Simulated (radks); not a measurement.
Task: Ionisation of the iodine ion I3+, [Kr] 4d10 5s2 5p2, to [Kr] 4d10 5s2 5p1 as the strength of local exchange is varied. All-electron calculation, scalar-relativistic Kohn-Sham, Slater X-alpha exchange (alpha = 2/3 is LDA exchange), no correlation, spin-polarised, spherical densities, finite nucleus; open shells are filled with parallel spins first (spin-orbit coupling, left out, can overturn this in heavy ions); Fermi nuclear charge, rms radius 4.75 fm. Program: a radial shooting solver on a logarithmic mesh with Libxc functionals.

| alpha | E(I3+) (hartree) | exchange (hartree) | IE (eV) | -e of the level emptied (eV) | <r> of it (bohr) |
|---|---|---|---|---|---|
| 0.667 | -7103.31803 | -169.29289 | 39.241 | 34.232 (5p) | 2.118 |
| 0.677 | -7105.86312 | -171.88806 | 39.395 | 34.385 (5p) | 2.115 |
| 0.727 | -7118.60126 | -184.88913 | 40.170 | 35.155 (5p) | 2.098 |
| 0.862 | -7153.09982 | -220.20196 | 42.299 | 37.274 (5p) | 2.054 |
| 0.913 | -7166.17270 | -233.62206 | 43.117 | 38.091 (5p) | 2.037 |
| 1.024 | -7194.70141 | -262.98152 | 44.924 | 39.897 (5p) | 2.003 |
| x | -7132.38220 | -198.97750 | 41.015 | 35.995 (5p) | 2.080 |

Which alpha was used in the last row?

Result: alpha = 0.781. NIST Atomic Spectra Database: 40.36 eV (measured). The Delta-SCF value meets it near alpha = 0.74. Open shells are spherical and high-spin; term and fine-structure splittings are not resolved. Spin-orbit splitting is averaged out at the scalar-relativistic level.
